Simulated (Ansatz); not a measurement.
Gas-phase electronic energies from Ansatz, PBE0-D4/def2-TZVP geometries. CCSD(T)/CBS adds triple-zeta CCSD(T) − MP2 to the extrapolated MP2 energy (def2 sets, frozen cores). This one scheme is used for every species. Functionals use def2-TZVPP. B3LYP here is the variant with VWN-RPA as its local correlation; programs differ in this. HSE06 is defined as in plane-wave codes. One conformer a species, not always the lowest.

`N#CB(F)F` + CH₃NH₂ → `CNB(F)F` + `C#N`  (ligand exchange at a B–C bond)

```tsv
level	ΔE (kJ/mol)	difference from CCSD(T)/CBS
LDA (SPW92)	-101.0	-6.8
PBE-D4	-88.1	6.1
BLYP-D4	-89.3	4.9
r2SCAN-D4	-93.2	1.0
B97M-V	-87.3	6.9
PBE0-D4	-93.3	0.9
B3LYP-D4	-94.1	0.1
r2SCAN0-D4	-97.4	-3.2
HSE06-D4	-93.0	1.2
BHLYP-D4	-99.5	-5.3
CAM-B3LYP-D4	-98.6	-4.4
ωB97X-V	-94.1	0.1
ωB97M-V	-94.8	-0.6
B2PLYP	-92.2	2.0
PBE-QIDH	-94.9	-0.7
PBE	-86.3	7.9
revPBE	-80.6	13.6
r2SCAN	-92.7	1.5
PBE0	-91.8	2.4
B3LYP	-91.4	2.8
r2SCANh	-94.4	-0.2
r2SCAN0	-96.8	-2.6
HSE06	-91.6	2.6
BHLYP	-97.6	-3.4
CAM-B3LYP	-97.1	-2.9
LC-ωPBE	-96.2	-2.0
RPA@PBE/def2-TZVPP	-88.7	5.5
HF/def2-SVP	-104.8	-10.6
MP2/def2-SVP	-100.0	-5.8
CCSD/def2-SVP	-101.6	-7.4
CCSD(T)/def2-SVP	-99.9	-5.7
MP2/def2-TZVPP	-93.0	1.2
SCS-MP2/def2-TZVPP	-91.7	2.5
CCSD/def2-TZVPP	-94.7	-0.5
CCSD(T)/def2-TZVPP	-93.1	1.1
HF/def2-QZVPP	-96.3	-2.1
MP2/def2-QZVPP	-93.2	1.0
SCS-MP2/def2-QZVPP	-92.0	2.2
MP2/CBS(def2)	-94.1	0.1
CCSD/CBS(def2)	-95.8	-1.6
CCSD(T)/CBS	-94.2	0
```

What do rigid-rotor, harmonic-oscillator terms from PBE0-D4/def2-TZVP frequencies (298.15 K, 1 bar) make of the CCSD(T)/CBS value? (An estimate is asked.)

Ansatz gave: ΔZPE = -0.9 kJ/mol, ΔH = -95.0 kJ/mol, ΔS = -17 J/(mol·K), ΔG = -90.0 kJ/mol.

Largest T1 diagnostic among the species: 0.014.

From PBE to PBE0 (25 % exact exchange), in def2-TZVPP and without D4, ΔE moves by −5.5 kJ/mol. Leaving LDA and LC-ωPBE aside and taking each functional with its dispersion term where it has one, the values, not all of them listed here, spread over 13.5 kJ/mol, from BHLYP-D4 to revPBE-D4. LDA lies −14.7 kJ/mol from PBE without D4. At CCSD(T), def2-SVP lies −5.7 kJ/mol from the extrapolated value and def2-TZVPP +1.1 kJ/mol.
